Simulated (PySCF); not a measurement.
Relaxation of quartet MoI₃

Computed with UPBE0 in PySCF with Mo def2-TZVP with ECP28, I def2-TZVP with ECP28; scalar-relativistic core potentials, no spin–orbit coupling; density-fitted integrals. A (50,194) grid was used.

A hand-made T-shaped start, of C2v symmetry, held to at least that symmetry:

```xyz
4
charge 0 multiplicity 4, angstrom
Mo    0.0000    0.0000   -0.7687
I     0.0000    0.0000    1.9413
I     2.7083    0.0000   -0.6741
I    -2.7083    0.0000   -0.6741
```

(1) What forces act on the atoms at the start (eV/Å)?

(2) What does it relax to?

(3) How much energy is released, and in how many steps?

Results:

(1) 
```tsv
atom	Fx	Fy	Fz
Mo1	0.00	0.00	1.60
I2	0.00	0.00	-0.60
I3	-0.85	0.00	-0.50
I4	0.85	0.00	-0.50
```

(2) It ends at C2v with Mo–I 2.603 Å (×2), Mo–I 2.605 Å; I–Mo–I 102.6° (×2), I–Mo–I 154.9° (after a last refinement on a finer grid). A frequency run shows a minimum.

(3) 42.8 kJ/mol in 6 steps.

Open d and f shells are described by one determinant, and the ground state may have another occupation or spin. With an element this heavy the missing spin–orbit coupling can shift these numbers.

The relaxation took 90 s on 4 threads of a shared Arm Neoverse V1 host, with 190 basis functions and 7 gradients; the process peaked at 1.4 GiB.
